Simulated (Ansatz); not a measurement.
Compare A (`[CH3][AlH][O]C[SiH3]`) with its isomer B (`CO[SiH2][AlH][CH3]`).

Isolated molecules relaxed with PBE0-D4/def2-TZVP in Ansatz; ΔE leaves out vibrations. CBS: MP2 limit from def2 TZ/QZ plus the TZ coupled-cluster correction, frozen cores. Functionals use def2-TZVPP. B3LYP here is the variant with VWN-RPA as its local correlation; programs differ in this. One conformer a species, not always the lowest.

A:

Z-matrix (Å, degrees):
```
C
Al 1 1.939
H 1 1.095 2 111.0
H 1 1.095 2 111.2 3 -118.3
H 1 1.092 2 111.9 3 120.7
O 2 1.696 1 117.8 3 -119.5
H 2 1.588 1 125.4 3 60.7
C 6 1.406 2 132.7 1 177.3
Si 8 1.891 6 109.8 2 -112.0
H 8 1.100 6 112.2 2 9.8
H 8 1.098 6 109.6 2 127.6
H 9 1.489 8 109.0 6 59.7
H 9 1.486 8 110.4 6 -59.7
H 9 1.490 8 110.5 6 179.4
```

B:

Z-matrix (Å, degrees):
```
C
O 1 1.404
H 1 1.097 2 111.6
H 1 1.099 2 111.9 3 -121.4
H 1 1.092 2 108.5 3 119.3
Si 2 1.660 1 121.1 3 65.3
Al 6 2.475 2 112.9 1 62.5
H 6 1.490 2 104.8 1 -175.3
H 6 1.501 2 109.3 1 -61.5
C 7 1.956 6 121.5 2 -1.5
H 7 1.595 6 118.9 2 179.1
H 10 1.093 7 112.6 6 26.5
H 10 1.097 7 109.4 6 -92.3
H 10 1.093 7 112.3 6 149.5
```

Task: Which is lower in electronic energy at CCSD(T)/CBS, and by how much? (Best estimate.)

Result: Ansatz gave: A, by 47.4 kJ/mol.

Task: Give E(B) − E(A) in kJ/mol with PBE-D4, CCSD/def2-TZVPP, B3LYP-D4, MP2/def2-TZVPP, CCSD(T)/def2-TZVPP, r2SCAN-D4, ωB97M-V. (Best estimate.)

Result: The calculation gave: PBE-D4 39.9, CCSD/def2-TZVPP 47.8, B3LYP-D4 49.6, MP2/def2-TZVPP 54.6, CCSD(T)/def2-TZVPP 48.0, r2SCAN-D4 47.7, ωB97M-V 54.3. None reverses the order clearly.

Largest T1 diagnostic: 0.012.
